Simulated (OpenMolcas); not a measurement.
**Ar2+: from CASSCF to CASPT2**

```
Program             : OpenMolcas
Basis               : ANO-RCC-VTZP [5s4p2d1f]
Scalar Hamiltonian  : DKH2, point nucleus
Active space        : 6 electrons in 4 orbitals (3s 3p)
State averaging     : 2S+1 = 3 even, 3 roots; 2S+1 = 1 even, 6 roots kept (CI in the orbitals of an earlier block); 2S+1 = 3 odd, 3 roots; 2S+1 = 1 odd, 3 roots kept (CI in the orbitals of an earlier block)
Spin-orbit coupling : RASSI with atomic mean-field integrals over the reference wave functions, term energies averaged over their components
```

Methods on the same reference wave functions:
A. CASSCF
B. SS-CASPT2, IPEA 0.25 Eh, imaginary shift 0.1 Eh (closed shells correlated: 2s 2p)

Energies in eV above 3s2 3p4 3P2, the measured ground level; measured values from Saloman, J. Phys. Chem. Ref. Data 39, 033101 (2010).

```
       Level        A       B  Measured
 3s2 3p4 3P2   0.0000  0.0000    0.0000
 3s2 3p4 3P1   0.1275  0.1281    0.1379
 3s2 3p4 3P0   0.1815  0.1825    0.1947
 3s2 3p4 1D2   2.1142   1.806    1.7370
 3s2 3p4 1S0   3.9488   4.170    4.1244
3s 3p5 3P* 2  17.2925  15.485   14.1095
3s 3p5 3P* 1  17.4153  15.608   14.2331
3s 3p5 3P* 0  17.4782  15.671   14.2988
3s 3p5 1P* 1  25.1777  21.837   17.8565
```

Deviations, from unrounded energies. A percentage is the sum of absolute deviations over the sum of measured energies, with the sign that they share, or ± where signs differ.

```csv
Against measurement,Levels,A,B
mean absolute deviation (cm-1),8,18000,8300
fine structure of the ground term (%),2,-7.1,-6.6
other terms of the ground configuration (%),2,±9.4,+2.0
other configurations (%),4,+27.9,+13.4
```

B lies closest to measurement on these levels. The largest miss of B in the table is 3s 3p5 1P* 1, by +32000 cm-1. The ranking rests on the paired levels alone, and a cruder setting can come out closer through cancelling errors.

From A to B the spin-free energies of the other terms of 3s2 3p4 shown, above 3P, scale by factors of 0.85 to 1.06.

The lowest spin-free term lies below A's lowest term by 0.177 hartree in B.

CASPT2 does not keep the components of a term degenerate, so their means are used; among the terms shown or strongly mixed into the levels shown the widest spread is 160 cm-1 (3s2 3p4 1D, B). Over all roots computed the reference weight is 0.87 to 0.96 in B; the roots of lowest weight are the least certain, and an intruder state may touch them. Terms from blocks run as CI alone lack orbitals of their own. Terms of s pⁿ other than that of highest spin mix with s² pⁿ⁻² d, which this space lacks; all of them can be thousands of cm-1 off, and some have no real level of that name. Computed and measured levels are paired by configuration, term and J; levels that our copy of the source lacks, or whose pairing is in doubt (as where it misses far off the trend of its configuration), stay unpaired and out of the deviations. Only configurations of the active space appear.

* marks odd parity.
